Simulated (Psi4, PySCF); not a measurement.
Input for PySCF:
```python
from pyscf import gto, scf, dft

mol = gto.M(
    atom='''
K    -0.000000   -0.000000   -1.217850
Cl    0.000000    0.000000    1.361126
''',
    basis='6-31g*',
    charge=0,
    spin=0,
    verbose=4,
)

mf = dft.RKS(mol)
mf.xc = 'b97m_v'
mf.grids.atom_grid = (99, 590)
mf.grids.prune = None
mf.kernel()
```

**Question.** Convert this to an input for Psi4.

**Answer.** One answer among several that fit: 
```
memory 2 GB

molecule {
0 1
  K    -0.00000000   -0.00000000   -1.21784993
  Cl    0.00000000    0.00000000    1.36112639
}

set basis 6-31g*
set scf_type pk
set puream true
set d_convergence 1e-8
set dft_radial_points 99
set dft_spherical_points 590

energy('b97m-v')
print_variables()
```

Both were run: PySCF gave -1059.868103 Eh and Psi4 -1059.868103 Eh, 0.000 mEh apart.
